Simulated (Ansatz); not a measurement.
Coupled-cluster diagnostics for `c1ccc(-c2ccc(-c3ccccc3)cc2)cc1`, Ansatz.

Geometry of the singlet (r2SCAN-D4/def2-SVP):

Cartesian coordinates in Å:
```
C 2.9612 3.0786 -3.8195
C 3.4361 1.8325 -3.3982
C 2.7155 1.0828 -2.4672
C 1.5016 1.5611 -1.9366
C 0.7368 0.7660 -0.9503
C 1.3907 -0.0236 0.0144
C 0.6708 -0.7696 0.9447
C -0.7368 -0.7660 0.9503
C -1.5016 -1.5610 1.9367
C -2.7233 -2.1680 1.5862
C -3.4439 -2.9187 2.5165
C -2.9612 -3.0787 3.8193
C -1.7502 -2.4810 4.1825
C -1.0281 -1.7320 3.2521
C -1.3906 0.0212 -0.0163
C -0.6708 0.7718 -0.9428
C 1.0359 2.8173 -2.3712
C 1.7580 3.5676 -3.3006
H 3.5264 3.6663 -4.5485
H 4.3709 1.4357 -3.8056
H 3.0816 0.0965 -2.1666
H 2.4839 -0.0370 0.0474
H 1.2100 -1.3841 1.6714
H -3.0959 -2.0735 0.5619
H -4.3850 -3.3908 2.2186
H -3.5265 -3.6664 4.5484
H -1.3687 -2.5907 5.2022
H -0.0961 -1.2454 3.5551
H -2.4837 0.0599 -0.0286
H -1.2101 1.3613 -1.6899
H 0.1103 3.2219 -1.9508
H 1.3827 4.5462 -3.6150
```

Correlated methods freeze 18 core orbitals.

(1) Estimate the CCSD(T) correlation energy, the shares of MP2 and (T), T1 and the reference's ⟨S²⟩ for: charge 0, singlet, own geometry in def2-SVP; and the rough time on 2 threads of AMD EPYC 7R13 on a shared host and a share (18 GiB) of an NVIDIA H100 80GB HBM3.

Answers

(1) 
```csv
state,basis,correlation (eV),MP2 share (%),(T) share (%),T1,⟨S²⟩ (pure),wall time,remarks
"charge 0, singlet, own geometry",def2-SVP,-69.085,92.0,4.6,0.011,0.00 (0.00),42 s,restricted SCF unstable
```
Customary marks for T1 are 0.02 (closed shells), 0.045 (open shells) and about 0.05 (3d metals). T1 stays under 0.02 throughout.
